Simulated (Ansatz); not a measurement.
# Ligand exchange: NaBr + SiH(CH3)3 → CH3Na + SiH(CH3)2Br

Gas-phase species: NaBr, singlet; SiH(CH3)3 (trimethylsilane), singlet; CH3Na `[CH3][Na]`, singlet; SiH(CH3)2Br, singlet. The partners trade Br for CH3: Na–Br and Si–CH3 bonds give way to Na–CH3 and Si–Br.

Shapes, held fixed at every level: PBE0-D4/def2-TZVP. Programs: Ansatz 0.2.0. The zero-point and thermal change to 298 K, harmonic and unscaled (PBE0-D4/def2-TZVP), is -7.2 kJ/mol.

Task: Estimate ΔH(298 K) of this reaction.

Result: The highest level, CCSD(T)/def2-TZVPP, gives ΔH(298 K) = +184.9 kJ/mol; the levels span +178.3 to +230.1. The column of differences is taken from that level and isn't an error. No measured value is set beside it here. Relativity is left out for Br. Outer-core shells of Br, Na are correlated, in sets that cover them unevenly.

```tsv
level	kind	ΔH(298 K) (kJ/mol)	less CCSD(T)/def2-TZVPP
HF/def2-SVP	Hartree–Fock	+230.1	+45.2
HF/def2-TZVPP	Hartree–Fock	+222.9	+38.0
B3LYP-D4/def2-TZVPP	global hybrid	+178.3	-6.6
PBE0-D4/def2-TZVPP	global hybrid	+184.0	-0.9
wB97X-V/def2-TZVPP	range-separated hybrid	+193.6	+8.7
B2PLYP/def2-TZVPP	double hybrid	+182.2	-2.7
CCSD/def2-TZVPP	coupled cluster or CI	+190.7	+5.8
CCSD(T)/def2-TZVPP	coupled cluster or CI	+184.9	0.0
```
